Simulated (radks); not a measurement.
Effect of the nuclear size on the zirconium ion Zr3+, [Kr] 4d1. Calculated with a radial shooting solver on a logarithmic mesh with Libxc functionals: Dirac Kohn-Sham, relativistic LDA (MacDonald-Vosko exchange, VWN5 correlation), spin-unpolarised, spherical densities, finite nucleus; open shells are shared between the two j in proportion to 2j + 1; Fermi nuclear charge, rms radius 4.2694 fm. The rms radius is varied about that value; shifts are against it.

rms radius (fm)  total energy shift (eV)  density at nucleus (e/bohr^3)  1s1/2 shift (meV)  2s1/2 shift (meV)  4s1/2 shift (meV)  4p1/2 shift (meV)  5s1/2 (empty) shift (meV)
3.7443                            -0.250                      7.491e+04               -105              -11.1             -0.295              0.030                     -0.057
4.0389                            -0.113                      7.436e+04              -47.7              -5.02             -0.134              0.013                     -0.026
4.2694                                 0                      7.395e+04              0.000              0.000              0.000              0.000                      0.000
4.5426                             0.142                      7.351e+04               59.7               6.28              0.167             -0.017                      0.032
5.1959                             0.512                      7.254e+04                216               22.7              0.605             -0.061                      0.117

Slopes of the eigenvalues against <r^2> in GHz/fm^2, as finite differences over the two radii next to the reference (eigenvalue slopes, not the field-shift constants of lines): 1s1/2 6010, 2s1/2 632, 4s1/2 16.9, 4p1/2 -1.69, 5s1/2 (empty) 3.26.
